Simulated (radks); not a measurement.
Neutral dysprosium inside a hard spherical wall (all orbitals vanish at R), configuration held at [Xe] 4f10 6s2 and not refilled when levels cross. Method: scalar-relativistic Kohn-Sham, PBE, spin-unpolarised, spherical densities, point nucleus; computed with a radial shooting solver on a logarithmic mesh with Libxc functionals. Eigenvalues in eV, with the zero of energy where the potential of the charges vanishes at infinity; a dash marks a level that is unbound or too diffuse for the functional's potential to be trusted. A positive occupied level is held by the wall or, in an anion where self-interaction has pushed it up, behind a barrier. The pressure on the wall is -dE/dV.

R (bohr)  E (hartree)  kinetic (hartree)    e(5s)    e(5p)   e(6s)   e(4f)  e(5d, empty)  e(6p, empty)  pressure (GPa)
free      -12157.2551          13117.398  -48.921  -25.351  -3.747  -3.111        -1.172        -1.160               0
20        -12157.2551          13117.398  -48.921  -25.351  -3.747  -3.111        -1.172        -1.159        < 0.0001
10        -12157.2525          13117.421  -48.754  -25.186  -3.615  -2.948        -0.999        -0.788          0.0580
8         -12157.2381          13117.512  -48.247  -24.687  -3.148  -2.451        -0.501         0.122           0.579
7         -12157.2120          13117.643  -47.656  -24.110  -2.494  -1.868         0.098         1.261            1.90
6         -12157.1456          13117.930  -46.638  -23.128  -1.101  -0.851         1.201         3.541            6.73
5         -12156.9651          13118.625  -44.856  -21.440   2.115   0.989         3.330         8.475            27.5
4         -12156.3921          13120.770  -41.275  -18.056  10.770   4.934         8.104        20.716             150
3         -12153.9050          13130.068  -31.599   -8.135  40.784  16.506        22.456        58.588            1350
1.5       -12088.0475          13333.805   110.29   156.82  485.52  137.32        229.06        539.44          195000
